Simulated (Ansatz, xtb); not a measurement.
## C4H4ClNS2: which of two isomers lies lower

Structure I: `Cc1nsc(S)c1Cl`, a singlet. Structure II: `CSc1cnc(Cl)s1`, a singlet. Both are isolated molecules in the gas phase, relaxed with r2SCAN-D4/def2-SVP; the shapes shown needn't be the lowest conformers.

I (Å):

```xyz
12

C    -0.9736    1.6604   -2.0278
C    -0.7204    0.8716   -0.7861
C    -0.7670   -0.9833    0.6428
C    -1.1257   -0.4886   -0.6013
Cl   -1.9691   -1.4097   -1.7990
N    -0.0876    1.4076    0.2410
S     0.0485    0.2923    1.4817
S    -1.0370   -2.5644    1.3249
H    -0.5098    1.1735   -2.9006
H    -2.0542    1.7304   -2.2318
H    -0.5605    2.6705   -1.9143
H    -1.6764   -3.0306    0.2243
```

II (Å):

```xyz
12

C     0.3520    2.4546   -2.2945
C     1.1407    0.0326   -1.3268
C    -0.1252   -0.1888   -0.8152
C     0.7752   -2.0786   -0.1642
Cl    0.9437   -3.6291    0.5523
N    -0.3081   -1.3801   -0.1661
S     1.8085    1.3854   -2.2097
S     2.1531   -1.3424   -0.9664
H    -0.4667    1.9656   -2.8431
H     0.0171    2.7491   -1.2887
H     0.6719    3.3499   -2.8450
H    -0.9606    0.5078   -0.8950
```

Problem. Which of the two would you expect CCSD(T)/def2-SVP + ΔMP2/def2-TZVPP electronic energies to favour?

Solution. Structure I; the calculation gives E(II) − E(I) = +5.9 kcal/mol.

How the difference moves with the method:

```tsv
level	geometry	E(II) − E(I) (kcal/mol)	departure from the last row (kcal/mol)	job, with rough time for the two
GFN2-xTB	GFN2-xTB	+7.8	+1.9	optimisation, 0.24 s
HF/STO-3G	GFN2-xTB	−0.1	−6.0	single point, 0.42 s
r2SCAN-D4/def2-SVP//GFN2-xTB	GFN2-xTB	+4.2	−1.7	single point, 4.1 s
r2SCAN-D4/def2-SVP	r2SCAN-D4/def2-SVP	+4.3	−1.6	optimisation, 32 s
HF/def2-SVP	r2SCAN-D4/def2-SVP	+3.7	−2.2	part of the CCSD(T) run
MP2/def2-SVP	r2SCAN-D4/def2-SVP	+5.4	−0.5	part of the CCSD(T) run
CCSD(T)/def2-SVP	r2SCAN-D4/def2-SVP	+5.4	−0.4	single point
CCSD(T)/def2-SVP + ΔMP2/def2-TZVPP	r2SCAN-D4/def2-SVP	+5.9		single point, 74 s
```

As drawn, II has 1 C–S, 1 C∷N, 1 C∷S, 1 C–H in place of 1 C–C, 1 N∷S, 1 C∷C, 1 S–H (∷ is an aromatic bond).

HF/STO-3G finds them nearly level. The largest departure from CCSD(T)/def2-SVP + ΔMP2/def2-TZVPP is that of HF/STO-3G, 6.0 kcal/mol. The last row adds to CCSD(T) the change of the MP2 difference between the two basis sets, here +0.4 kcal/mol.

With thermal terms from frequencies at re-optimised GFN2-xTB minima (ideal gas, soft modes damped towards free rotors, one conformer each, 298.15 K, 1 atm): on the last row, ΔE + ΔZPE = +7.2, ΔH = +7.1, ΔG = +7.3 kcal/mol.

The correlated steps freeze 20 core orbitals. Programs: Ansatz 0.2.0, xtb 6.7.1; the last row on 4 threads of Arm Neoverse V2 on a shared host.
